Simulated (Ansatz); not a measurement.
Cost and result for the atomization energy of C₄H₈Ge, SMILES `C=C=C[CH2][GeH3]` (13 atoms, 12 bonds).

Cartesian coordinates in Å:
```
C 0.717 -1.857 1.978
C -0.020 -1.101 1.219
C -0.755 -0.338 0.460
C -0.382 1.037 0.010
Ge 0.111 1.057 -1.898
H 1.462 -2.526 1.556
H 0.612 -1.848 3.059
H -1.701 -0.739 0.101
H 0.464 1.419 0.583
H -1.219 1.727 0.143
H 0.371 2.500 -2.369
H -1.037 0.458 -2.732
H 1.378 0.213 -2.110
```

The species carries charge 0 and has multiplicity 1. Correlated methods include outer-core shells of Ge, which these sets cover unevenly. Scalar relativity is left out up to krypton. Geometry: relaxed with PBE0-D4/def2-TZVP. It is one conformer, not always the lowest. Program: Ansatz. All runs use 2 threads of an AMD EPYC 7R13 on a shared host and a share of an NVIDIA H100 80 GB. Times are those of one run each, without the atoms' runs, and a repeat can differ threefold. Electronic energies, without spin–orbit coupling; frozen cores. CCSD(T)/CBS adds CCSD(T) − MP2 in def2-TZVPP to the MP2 limit, and its time is that of the two runs behind it. T1 = 0.012. With those shells the extrapolation isn't a true limit. B3LYP takes the VWN-RPA correlation (the form of Gaussian; ORCA's B3LYP/G).

CCSD(T)/CBS is a level of theory with its own doubt, some kJ/mol a heavy atom from the limit and from the frozen cores, so smaller differences don't rank the functionals.

```
                             level  functions  wall time
                PBE0-D4/def2-TZVPP        284        2 s
                 B2PLYP/def2-TZVPP        284      2.2 s
   PBE-D4/def2-TZVPP (with forces)        284      2.4 s
 B3LYP-D4/def2-TZVPP (with forces)        284      2.5 s
r2SCAN-D4/def2-TZVPP (with forces)        284      2.6 s
                ωB97X-V/def2-TZVPP        284      3.4 s
  ωB97M-V/def2-TZVPP (with forces)        284      4.6 s
                CCSD(T)/def2-TZVPP        284      5.5 s
                    MP2/def2-QZVPP        557        6 s
                 CCSD(T)/CBS(def2)          –       12 s
```

(1) What atomization energy does each give, and how far from CCSD(T)/CBS? (Estimate.)

## Answers

(1) Computed: 
```
                             level  atomization (kJ/mol)  difference from CCSD(T)/CBS  per bond
                PBE0-D4/def2-TZVPP                4963.6                         31.7       2.6
                 B2PLYP/def2-TZVPP                4888.7                        -43.2      -3.6
   PBE-D4/def2-TZVPP (with forces)                5037.1                        105.2       8.8
 B3LYP-D4/def2-TZVPP (with forces)                4939.1                          7.2       0.6
r2SCAN-D4/def2-TZVPP (with forces)                4955.7                         23.8       2.0
                ωB97X-V/def2-TZVPP                4937.8                          5.9       0.5
  ωB97M-V/def2-TZVPP (with forces)                4932.7                          0.8       0.1
                CCSD(T)/def2-TZVPP                4831.4                       -100.5      -8.4
                    MP2/def2-QZVPP                4935.5                          3.6       0.3
                 CCSD(T)/CBS(def2)                4931.9                          0.0       0.0
```

In def2-TZVPP, CCSD(T) changes the Hartree–Fock value by +1172.7 kJ/mol (the triples alone add +72.3 kJ/mol) and MP2 by +1218.3 kJ/mol; breaking electron pairs costs correlation energy, which Hartree–Fock lacks. The D4 term adds +40.4 kJ/mol with B3LYP and +21.4 kJ/mol with PBE0; it sums over pairs of atoms, weighted by their polarisabilities, and B3LYP, whose exchange is more repulsive, gets the larger term. From PBE to PBE0 (25 % exact exchange), in def2-TZVPP and without D4, the atomization energy moves by −69.8 kJ/mol: exact exchange takes away binding that semilocal exchange gives to molecules.
